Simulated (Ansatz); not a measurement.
`C[Se][AlH][BH]S` + `OBF` → `OBBS` + `C[Se][AlH][F]`  (redistribution)

Isolated molecules relaxed with PBE0-D4/def2-TZVP in Ansatz; ΔE leaves out vibrations. CCSD(T)/CBS adds triple-zeta CCSD(T) − MP2 to the extrapolated MP2 energy (def2 sets, frozen cores). This one scheme is used for every species. DFT in def2-TZVPP. For Se outer-core shells are correlated without core-valence functions, which leaves a few kJ/mol of doubt a bond. Scalar relativity is left out up to krypton. Each species was taken in one conformer, which may not be the lowest.

Is it downhill or uphill in electronic energy at CCSD(T)/CBS, and by how much? (Best estimate.)

Computed: Downhill: ΔE = -0.27 eV.

What do these levels give: r2SCAN-D4, PBE0-D4, PBE0, SCS-MP2/def2-TZVPP, CCSD(T)/def2-TZVPP, MP2/def2-QZVPP? (Best estimate.)

Computed: r2SCAN-D4 -0.23, PBE0-D4 -0.18, PBE0 -0.21, SCS-MP2/def2-TZVPP -0.29, CCSD(T)/def2-TZVPP -0.23, MP2/def2-QZVPP -0.30 eV.

Largest T1 diagnostic among the species: 0.016.

The D4 term adds +0.06 eV with B3LYP and +0.04 eV with PBE0; it sums over pairs of atoms, weighted by their polarisabilities, and B3LYP, whose exchange is more repulsive, gets the larger term.

B3LYP here is the variant with VWN-RPA as its local correlation; programs differ in this.
